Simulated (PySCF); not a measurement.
silene (CH₄Si), SMILES C=[SiH2]. Atoms are numbered in the order given.

```xyz
6

C      0.0000     0.0000    -1.1527
Si     0.0000     0.0000     0.5494
H      0.0000    -0.9164    -1.7315
H      0.0000     0.9164    -1.7315
H      0.0000     1.2457     1.3439
H      0.0000    -1.2457     1.3439
```

Geometry optimised at r2SCAN-D4/def2-TZVP.

Computed with TDDFT-PBE/def2-TZVPD (PySCF 2.14.0).

Vertical excitations. Gas-phase values at a fixed geometry. State labels are in the subgroup C2v.

```json
[
 {"state": "S1", "symmetry": "A1", "energy (eV)": "4.98", "λ (nm)": "249", "f": "0.219", "main pairs": "HOMO→LUMO 97 %"},
 {"state": "S2", "symmetry": "B1", "energy (eV)": "5.54", "λ (nm)": "224", "f": "0.049", "main pairs": "HOMO→LUMO+2 83 %, HOMO→LUMO+1 17 %"},
 {"state": "S3", "symmetry": "B1", "energy (eV)": "5.72", "λ (nm)": "217", "f": "0.033", "main pairs": "HOMO→LUMO+1 76 %, HOMO→LUMO+2 17 %"},
 {"state": "S4", "symmetry": "B1", "energy (eV)": "6.18", "λ (nm)": "201", "f": "0.146", "main pairs": "HOMO→LUMO+3 92 %"},
 {"state": "S5", "symmetry": "A2", "energy (eV)": "6.60", "λ (nm)": "188", "f": "0.000", "main pairs": "HOMO−1→LUMO 63 %, HOMO→LUMO+4 37 %"},
 {"state": "S6", "symmetry": "B1", "energy (eV)": "6.75", "λ (nm)": "184", "f": "0.011", "main pairs": "HOMO−2→LUMO 98 %"},
 {"state": "S7", "symmetry": "A2", "energy (eV)": "6.80", "λ (nm)": "182", "f": "0.000", "main pairs": "HOMO→LUMO+4 63 %, HOMO−1→LUMO 37 %"},
 {"state": "S8", "symmetry": "B1", "energy (eV)": "7.17", "λ (nm)": "173", "f": "0.023", "main pairs": "HOMO→LUMO+5 98 %"},
 {"state": "S9", "symmetry": "A2", "energy (eV)": "7.26", "λ (nm)": "171", "f": "0.000", "main pairs": "HOMO→LUMO+7 100 %"},
 {"state": "S10", "symmetry": "B2", "energy (eV)": "7.32", "λ (nm)": "169", "f": "0.106", "main pairs": "HOMO→LUMO+6 97 %"},
 {"state": "T1", "symmetry": "A1", "energy (eV)": "2.66", "λ (nm)": "466", "f": "0", "main pairs": "HOMO→LUMO 99 %"},
 {"state": "T2", "symmetry": "B1", "energy (eV)": "4.94", "λ (nm)": "251", "f": "0", "main pairs": "HOMO→LUMO+1 91 %"},
 {"state": "T3", "symmetry": "B1", "energy (eV)": "5.38", "λ (nm)": "230", "f": "0", "main pairs": "HOMO→LUMO+2 93 %"},
 {"state": "T4", "symmetry": "B1", "energy (eV)": "5.95", "λ (nm)": "209", "f": "0", "main pairs": "HOMO→LUMO+3 95 %"}
]
```
Triplets are in the Tamm–Dancoff approximation, which puts them higher than full response would, so one can lie above its singlet here.
